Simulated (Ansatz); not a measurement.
Born–Oppenheimer molecular dynamics of C$_{2}$H$_{6}$FNOSi (12 atoms, charge 0, multiplicity 1). It starts from a relaxed structure.

The calculation used RKS PBE-D4/6-31G in Ansatz.

- ensemble: NVE (velocity Verlet)
- time step: 0.5 fs
- steps asked: 300
- starting velocities drawn for: 700 K
- seed: 293954

First frame:

```xyz
12
Properties=species:S:1:pos:R:3
O 0.464 -1.327 2.426
C 0.107 -1.760 1.311
N -0.214 -0.957 0.222
C -0.280 0.470 0.313
F -1.682 0.911 0.469
Si 0.369 1.368 -1.285
H 0.040 -2.841 1.074
H -0.542 -1.413 -0.629
H 0.245 0.760 1.237
H 1.859 1.145 -1.432
H -0.350 0.748 -2.464
H 0.061 2.841 -1.207
```

Task: How far do the bonds stretch over the last three quarters of this one trajectory? (Pairs bonded in most of those frames.)

Result: 
```json
{"bond": "O1–C2", "mean (Å)": "1.247", "spread (Å)": "0.005", "shortest": "1.24", "longest": "1.26"}
{"bond": "C2–N3", "mean (Å)": "1.400", "spread (Å)": "0.026", "shortest": "1.35", "longest": "1.45"}
{"bond": "C2–H7", "mean (Å)": "1.112", "spread (Å)": "0.009", "shortest": "1.10", "longest": "1.13"}
{"bond": "N3–C4", "mean (Å)": "1.446", "spread (Å)": "0.046", "shortest": "1.36", "longest": "1.52"}
{"bond": "N3–H8", "mean (Å)": "1.023", "spread (Å)": "0.022", "shortest": "0.99", "longest": "1.06"}
{"bond": "C4–F5", "mean (Å)": "1.481", "spread (Å)": "0.015", "shortest": "1.45", "longest": "1.51"}
{"bond": "C4–Si6", "mean (Å)": "1.958", "spread (Å)": "0.069", "shortest": "1.82", "longest": "2.06"}
{"bond": "C4–H9", "mean (Å)": "1.104", "spread (Å)": "0.014", "shortest": "1.08", "longest": "1.13"}
{"bond": "Si6–H10", "mean (Å)": "1.520", "spread (Å)": "0.028", "shortest": "1.47", "longest": "1.57"}
{"bond": "Si6–H11", "mean (Å)": "1.519", "spread (Å)": "0.057", "shortest": "1.43", "longest": "1.60"}
{"bond": "Si6–H12", "mean (Å)": "1.514", "spread (Å)": "0.049", "shortest": "1.44", "longest": "1.59"}
```

Mean temperature of the second half: 293 K. The conserved energy stayed within 0.18 meV per atom of its start (net change 0.095 meV per atom), so the integration is sound. A run of 0.15 ps of so small a system gives no equilibrium averages. Limits of this set-up: no polarisation functions.

Run time: 8.5 min on 1 thread of Intel(R) Xeon(R) 6975P-C (Granite Rapids) (shared host), peak memory 0.13 GiB.
